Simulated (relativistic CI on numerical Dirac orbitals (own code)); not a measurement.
Calculated at this level of theory: Dirac-Coulomb-Breit CI, KLI orbitals optimised for each configuration, QED by a radiative potential, unscaled Slater integrals (own radial code, finite nucleus).

The strongest absorption lines from the ground level of an ion, among the configurations computed and to levels below about 11600 eV (vacuum wavelength in nm, gf): 0.10717 (0.45), 0.12595 (0.69), 0.12607 (1.2), 0.12615 (2.1), 0.12739 (0.36), 0.12851 (0.69), 0.14194 (2.2), 0.78854 (0.51).

**Question.** Which ion is it?
A. Pm LV
B. Lu LXIII
C. Lu LXVII
D. Lu LXV

**Answer.** D. Lu LXV has 7 electrons and the ground level 2s²2p³ ²P°3/2; the strongest line goes to 2s²2p²3d ²D5/2. The pattern of lines fixes the number of electrons, and along that sequence the line energies rise steadily with the charge (about as its square where n changes within one kind of shell, about linearly where n is kept but much faster in heavy ions where fine structure, which grows about as Z⁴, sets the gap, and irregularly where shells cross), which fixes Z. Configurations outside the model, such as inner-shell arrays, can give stronger lines. At this charge energies of transitions that change n are usually good to better than 1 %, and those within a shell (Δn = 0) to a few per cent.

LS names give the leading component of a level, which can be under half, so a name can repeat, a term be missing and a line seem to break the LS rules.
